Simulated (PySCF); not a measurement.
B3LYP has the VWN-RPA correlation part, as in Gaussian. Excitations are Tamm–Dancoff values on a coarser integration grid. The basis has no diffuse functions, so Rydberg states are missing or too high.

**CH3F3Ge, SMILES `F[C](F)(F)[GeH3]` (charge 0, multiplicity 1)**

Computed with B3LYP-D3(BJ)/def2-TZVP (PySCF 2.14.0).

| Property | Value |
|---|---|
| HOMO | -9.19 eV |
| dipole moment | 2.28 D |
| LUMO | 0.10 eV |
| HOMO–LUMO gap | 9.30 eV |
| S1 excitation (TDA) | 8.53 eV |
| S1 oscillator strength | 0.004 |
| T1 excitation (TDA) | 7.49 eV |
| S1–T1 gap (TDA) | 1.04 eV |
| total energy | -65760.10 eV |
| cost | roughly 120 core-seconds |

Bonded distances (Å): F1–C2 1.353, C2–F3 1.353, C2–F4 1.353, C2–Ge5 2.017, Ge5–H6 1.531, Ge5–H7 1.531, Ge5–H8 1.531. Angles (°): F1–C2–F3 106.9, F1–C2–F4 106.9, F1–C2–Ge5 112.1, F3–C2–F4 106.9, F3–C2–Ge5 111.8, F4–C2–Ge5 112.0, C2–Ge5–H6 106.9, C2–Ge5–H7 107.1, C2–Ge5–H8 107.1, H6–Ge5–H7 111.8, H6–Ge5–H8 111.8, H7–Ge5–H8 111.8.
Charge 0, spin multiplicity 1.
